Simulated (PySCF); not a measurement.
All values below come from PBE-D3(BJ)/def2-TZVP // B3LYP-D3(BJ)/def2-TZVP in PySCF. Isolated molecules, 0 K electronic values unless said otherwise. 

Reference species (SMILES): `[CH3][GaH2]` (neutral, multiplicity 1).

```json
{
 "dipole_moment": "0.71 D"
}
```

Changed species: `[CH3][Ga]([CH3])[CH3]` (whole molecule; the reference has whole molecule).

Task: What does the change do to the dipole moment?

Result: the dipole moment falls by 0.66 D, to 0.05 D.
